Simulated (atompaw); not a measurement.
# holmium (Ho) PAW (atompaw): all-electron and pseudo phase curves

```
Element                 : holmium
Generator               : atompaw 4.2.0.5
Type                    : PAW
Functional              : PBEsol
Relativity              : scalar-relativistic
Frozen core             : [Kr] 4d10 5s2
Valence charge          : 19
Reference configuration : 4f11 5p6 5d0 6s2 6p0
Partial waves           : 6s (bound): rc 2.66 bohr; 6s channel at 3 Ry: rc 2.66 bohr; 5p (bound): rc 2.14 bohr; 6p (bound, empty): rc 2.66 bohr; 5d (bound, empty): rc 2.66 bohr; 5d channel at 0.5 Ry: rc 2.66 bohr; 4f (bound): rc 0.58 bohr; 4f channel at 0.15 Ry: rc 0.58 bohr
Local potential         : bessel scheme, radius 2.26 bohr
Core correction         : smooth core density matched at 2.44 bohr
Augmentation charge     : besselshape compensation charge, radius 2.66 bohr; PAW radius 2.66 bohr; waves and projectors: custom rrkj gramschmidtortho
```

The phase is arctan(r·u′/u) with u = r·R(r), unwrapped; energies in Ry, scanned from -4 to 5 Ry. A pole is an energy at which the radial function vanishes at the test radius. The pseudo phase is shifted by a multiple of π to meet the all-electron one at the reference energy, and phase errors are pseudo minus all-electron; the curves can meet again beyond the range given. Levels narrower than the energy grid can be missing from the lists of poles.

For each channel, where are the poles, and over which energies does the pseudopotential scatter like the atom?

| channel | radius (bohr) | reference energy (Ry) | poles, all-electron | poles, pseudo | unbroken range about the reference energy with phases within 0.05 rad | phase error 1 Ry above the reference energy (rad) |
| --- | --- | --- | --- | --- | --- | --- |
| s | 2.67 | -0.28 | -3.62, 3.39 | 3.39 | above -3.4 | -0.000 |
| p | 2.67 | -0.08 | -1.66, 5.00 | -1.66 | the whole range | +0.002 |
| d | 2.67 | -0.08 | 1.04 | 1.04 | below 3.2 | +0.000 |
| f | 2.67 | -0.23 | -0.19, 4.28 | -0.19, 4.40 | the whole range | +0.000 |

Note: ghost state, extra bound levels that the all-electron valence spectrum of the same l lacks: s at -56.7 eV. A true bound ghost makes a file unfit for plane-wave use.

Phases in the p channel:

```csv
E (Ry),all-electron,pseudo
-4.00,1.350,1.351
-3.52,1.324,1.324
-3.04,1.278,1.279
-2.56,1.166,1.167
-2.08,-0.121,-0.121
-1.60,-1.603,-1.603
-1.12,-1.737,-1.737
-0.64,-1.812,-1.812
-0.16,-1.891,-1.891
0.32,-2.005,-2.005
0.80,-2.221,-2.219
1.28,-2.750,-2.742
1.76,-3.699,-3.682
2.24,-4.224,-4.213
2.72,-4.436,-4.428
3.20,-4.543,-4.537
3.68,-4.609,-4.603
4.16,-4.655,-4.649
4.64,-4.690,-4.685
```
